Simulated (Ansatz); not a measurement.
Frontier orbitals of AlH5S2Si (`[SiH3][S][AlH][SH]`).

```csv
atom,x (Å),y (Å),z (Å)
Si1,1.3755,-0.7413,-0.1021
S2,-0.0775,-0.4923,-1.6461
Al3,-1.6100,0.7092,-0.6642
S4,-1.5754,1.2283,1.4521
H5,2.4459,-1.5985,-0.6642
H6,0.7894,-1.4039,1.0931
H7,1.9452,0.5639,0.3188
H8,-2.8098,1.2324,-1.5356
H9,-0.4834,0.5023,1.7483
```

The species carries charge 0 and has multiplicity 1. The structure was optimised at the PBE0-D4/def2-TZVP level. It is one conformer, not always the lowest. Basis def2-TZVPP, Ansatz.

Orbital energies of one run (eV). Highest occupied ones, from the top: -7.77, -8.15, -8.61, -8.98, -9.82, -10.26, -10.49, -11.55, -12.24, -15.14, -20.06, -20.50, -74.45, -74.50. Empty: -1.21, -0.45, -0.12, 0.07, 0.84, 1.19.

Question: Which functional gave them?
A. B97M-V
B. ωB97M-V
C. PBE0
D. revPBE

Answer: C. HOMO energies: PBE0 -7.77, revPBE -6.55, B97M-V -6.99, ωB97M-V -9.90 eV.
